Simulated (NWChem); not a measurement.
Species: SnH3OCl; SMILES [SnH2]([Cl])[OH]

```xyz
6

Sn    -0.3075    -0.3722    -0.0014
O      1.3706    -1.4138    -0.0530
Cl     0.2748     1.9108    -0.0094
H     -1.0885    -0.7463    -1.4645
H     -1.1512    -0.6379     1.4612
H      1.9809    -1.1802     0.6563
```
Atoms are numbered in this order, from 1.

All runs: NWChem. All runs use the structure optimised with PBE0/def2-SVP. def2 effective core potentials on Sn; no spin-orbit coupling.

For level Hartree-Fock/STO-3G (all-electron, non-relativistic):

```yaml
highest occupied level (eV): -9.37
orbital gap (eV): 17.27
dipole (D): 3.03
```

Problem. Estimate the same quantities for level Hartree-Fock/def2-SVP (core potentials).

Solution. 
| Quantity | Value |
|---|---|
| highest occupied level (eV) | -11.93 |
| orbital gap (eV) | 14.75 |
| dipole (D) | 2.26 |
